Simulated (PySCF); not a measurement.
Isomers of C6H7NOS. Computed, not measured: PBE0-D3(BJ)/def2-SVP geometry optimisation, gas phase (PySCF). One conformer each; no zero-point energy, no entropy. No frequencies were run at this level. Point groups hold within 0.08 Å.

**Question.** Rank from lowest to highest electronic energy at this level (kcal/mol).
A. `[CH3:1][S@:2](=[O:3])[c:4]1[cH:5][cH:6][cH:7][n:8][cH:9]1` with C1–S2–C4–C5 108°
B. `[CH3:1][S@@:2](=[O:3])[c:4]1[cH:5][cH:6][n:7][cH:8][cH:9]1` with C1–S2–C4–C5 76°
C. `[CH3:1][S@@:2](=[O:3])[c:4]1[cH:5][cH:6][cH:7][cH:8][n:9]1` with C1–S2–C4–C5 -121°

**Answer.** C (0.0), A (3.3), B (3.4).

Neighbours under 2.5 kcal/mol apart (C[S@](=O)c1cccnc1 and C[S@@](=O)c1ccncc1) can change places with a better method, another conformer or zero-point energy.

```csv
SMILES,E (Eh),E rel (kcal/mol),dipole (D),point group,"A, B, C (MHz)"
C[S@@](=O)c1ccccn1,-760.03129,0.0,3.64,C1,"3160, 1017, 831.6"
C[S@](=O)c1cccnc1,-760.02610,3.3,2.03,C1,"3182, 974.0, 825.1"
C[S@@](=O)c1ccncc1,-760.02592,3.4,3.33,C1,"3222, 961.3, 819.2"
```

**Question.** How do the relative energies change in single points at PBE0/pcSseg-1 (no added dispersion term) on the same geometries?

**Answer.** 
```tsv
SMILES	PBE0-D3(BJ)/def2-SVP (kcal/mol)	PBE0/pcSseg-1 (kcal/mol)	shift
C[S@@](=O)c1ccccn1	0.0	0.0	0.0
C[S@](=O)c1cccnc1	3.3	3.1	-0.2
C[S@@](=O)c1ccncc1	3.4	3.3	-0.1
```

Each column counts from its own lowest isomer. The order is unchanged; the largest shift is 0.2 kcal/mol.
